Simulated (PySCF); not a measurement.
Species: C₃H₅ClOSi.
Numbering: `[CH3:1][C:2]1=[C:3]([Cl:4])[O:5][SiH2:6]1` (hydrogens: H7, H8, H9 on C1; H10, H11 on Si6)

Method: PBE0-D3(BJ)/def2-SVP geometry optimisation, gas phase (PySCF); density fitting, grid level 1; the optimiser is geomeTRIC in internal coordinates, started from a GFN2-xTB structure with every atom displaced at random (about 0.01 Å).

Step 3: E = -25615.9207 eV
```
atom  x, y, z in Å  |  force x, y, z in eV/Å
C1     -1.4888   -0.5919    0.4524    0.037   0.197   0.003
C2     -0.1928    0.0550    0.1239   -0.184   0.004  -0.110
C3      0.1107    1.3442   -0.1688    0.032  -0.162  -0.011
Cl4    -0.9069    2.7194   -0.2401   -0.018   0.037   0.013
O5      1.4262    1.5292   -0.4575   -0.033   0.013  -0.034
Si6     1.6002   -0.1966   -0.2007    0.209   0.014   0.093
H7     -1.7052   -1.4454   -0.2040    0.020  -0.077  -0.091
H8     -1.5092   -0.9687    1.4850   -0.004  -0.028   0.097
H9     -2.3127    0.1308    0.3408    0.010  -0.009   0.030
H10     2.5374   -0.4550    0.9248    0.001  -0.029   0.020
H11     2.0798   -0.8981   -1.4239   -0.070   0.040  -0.011
```

Step 4: E = -25615.9239 eV
```
atom  x, y, z in Å  |  force x, y, z in eV/Å
C1     -1.4893   -0.5893    0.4513    0.016   0.051   0.022
C2     -0.1939    0.0532    0.1214   -0.062  -0.001  -0.086
C3      0.1095    1.3400   -0.1745    0.059  -0.089   0.038
Cl4    -0.9093    2.7135   -0.2418   -0.031   0.064  -0.014
O5      1.4272    1.5287   -0.4547   -0.040   0.013  -0.034
Si6     1.6057   -0.1946   -0.1939    0.091  -0.002   0.063
H7     -1.7027   -1.4435   -0.2093    0.001  -0.019  -0.019
H8     -1.5078   -0.9671    1.4859   -0.006  -0.018   0.021
H9     -2.3133    0.1332    0.3432    0.005   0.000   0.013
H10     2.5466   -0.4576    0.9285   -0.014  -0.019   0.006
H11     2.0659   -0.8936   -1.4243   -0.020   0.020  -0.010
```

Question: Estimate the geometry and energy of step 5. (The exact step hangs on the optimiser's Hessian estimate; all steps are aligned on step 4, rigid shifts and turns removed.)

Answer: E = -25615.9249 eV, largest force 0.061 eV/Å
```
atom  x, y, z in Å  |  force x, y, z in eV/Å
C1     -1.4889   -0.5893    0.4517    0.005  -0.018   0.034
C2     -0.1947    0.0526    0.1191   -0.013   0.006  -0.059
C3      0.1088    1.3385   -0.1773    0.033  -0.013   0.028
Cl4    -0.9077    2.7161   -0.2482   -0.021   0.019  -0.010
O5      1.4262    1.5290   -0.4561   -0.004  -0.003  -0.016
Si6     1.6086   -0.1932   -0.1905    0.009  -0.001   0.036
H7     -1.7035   -1.4416   -0.2130   -0.007   0.013   0.009
H8     -1.5043   -0.9727    1.4856    0.001  -0.005  -0.016
H9     -2.3129    0.1339    0.3512    0.000   0.004   0.002
H10     2.5452   -0.4616    0.9340   -0.008  -0.008  -0.001
H11     2.0617   -0.8888   -1.4248    0.005   0.007  -0.006
```

The energy changes by -0.0010 eV. The first-order estimate −F·Δx gives -0.0015 eV and the mean of the old and new forces, exact on a quadratic surface, -0.0010 eV. The step makes an angle of 67° with the force vector and moves no atom by more than 0.008 Å.

What follows is the cost of the whole optimisation. On one thread, Intel Xeon Platinum 8259CL at 2.50 GHz (x86_64), no GPU (shared host), this took 66 s and 0.52 GiB of memory at its peak.
